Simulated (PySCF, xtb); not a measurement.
C7H7, SMILES c1(cc[c]cc1)C (connectivity only; charge and spin as stated), charge +1, multiplicity 1. Atoms are numbered in the order given.

```xyz
14

C      2.3249    -0.0062     0.0000
C      0.8267     0.0114     0.0000
C      0.1123     0.0079     1.2067
C     -1.3130    -0.0012     1.2718
C     -1.6864    -0.0119     0.0000
C     -1.3130    -0.0012    -1.2718
C      0.1123     0.0079    -1.2067
H      2.6898    -1.0461     0.0000
H      2.7320     0.4900     0.8905
H      2.7320     0.4900    -0.8905
H      0.6215     0.0131     2.1771
H     -1.8895     0.0001     2.1988
H     -1.8895     0.0001    -2.1988
H      0.6215     0.0131    -2.1771
```
Charge +1, spin multiplicity 1.

Geometry: PBE0-D3(BJ)/def2-SVP. The spin state was assumed, not searched. The isomer is the one that the SMILES or the coordinates give; other isomers of the formula were not compared.

These are C-PCM-PBE0/def2-SVP (PySCF) values and carry that method's errors.

The values are the electrostatic part of the solvation free energy, E(continuum) − E(gas) at the gas-phase geometry, in a cavity of scaled van der Waals radii (PySCF's table); cavitation and dispersion terms are not included. In vacuum the orbital gap is 3.67 eV.

```csv
solvent,ε,ΔG(elec) (kcal/mol),gap (eV)
water,78.36,-54.2,3.91
2-propanol,19.26,(withheld),(withheld)
cyclohexanone,15.62,-51.4,3.89
```

Question: Complete the blanks. (An estimate is asked for; the answer gives what the named calculation found.)

Answer: 
- 2-propanol, ΔG(elec) (kcal/mol): -52.1
- 2-propanol, gap (eV): 3.89

For comparison, GFN2-xTB/ALPB(water) (xtb, at the GFN2-xTB geometry, all terms of that model) gives -52.3 kcal/mol.
